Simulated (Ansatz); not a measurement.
`[CH3][GeH2][SH]` → `[CH3][GeH]` + H₂S at 298.15 K and 1 bar (germylene formation by 1,1-elimination).

Program: Ansatz. Geometries: PBE0-D4/def2-TZVP. ΔE: electronic, gas phase. CCSD(T)/CBS adds triple-zeta CCSD(T) − MP2 to the extrapolated MP2 energy (def2 sets, frozen cores). This one scheme is used for every species. For Ge outer-core shells are correlated without core-valence functions, which leaves a few kJ/mol of doubt a bond. Scalar relativity is left out up to krypton. Each species was taken in one conformer, which may not be the lowest.

| species | CCSD(T)/CBS energy (Eh) | H − E (kJ/mol) | S (J/(mol·K)) |
| --- | --- | --- | --- |
| `[CH3][GeH2][SH]` | -2515.57584 | 180.5 | 327.9 |
| `[CH3][GeH]` | -2116.52215 | 121.0 | 272.7 |
| H₂S | -398.97279 | 49.9 | 205.7 |

H − E and S are ideal-gas, rigid-rotor, harmonic terms from PBE0-D4/def2-TZVP, for one conformer and one mirror image of each species. 1 Eh = 2625.50 kJ/mol, R = 8.31446 J/(mol·K).

Task: By hand: ΔE, ΔH, ΔS and ΔG.

Result: ΔE = (-2116.52215) + (-398.97279) − (-2515.57584) = 0.08090 Eh = 212.4 kJ/mol. Δ(H − E) = 121.0 + 49.9 − 180.5 = -9.6, so ΔH = 202.8 kJ/mol. ΔS = 272.7 + 205.7 − 327.9 = 150.5 J/(mol·K). ΔG = 202.8 − 298.15 × (150.5)/1000 = 157.9 kJ/mol.

Task: By hand: the equilibrium constant, and the temperature at which ΔG would vanish if ΔH and ΔS stayed fixed.

Result: log₁₀ K = −ΔG/(RT ln 10) = -27.7. ΔG = 0 at ΔH/ΔS = 1348 K.

The number of gas molecules changes by +1, which sets the sign of ΔS. A doubt of 5 kJ/mol in ΔE shifts log₁₀ K by 0.9 here. Other conformers and mirror images would add mixing entropy, several J/(mol·K) or more a flexible species. These are equilibria of isolated gas molecules and say nothing of rates. Largest T1 diagnostic: 0.011 (customary marks: 0.02 for closed shells, 0.045 for open ones).
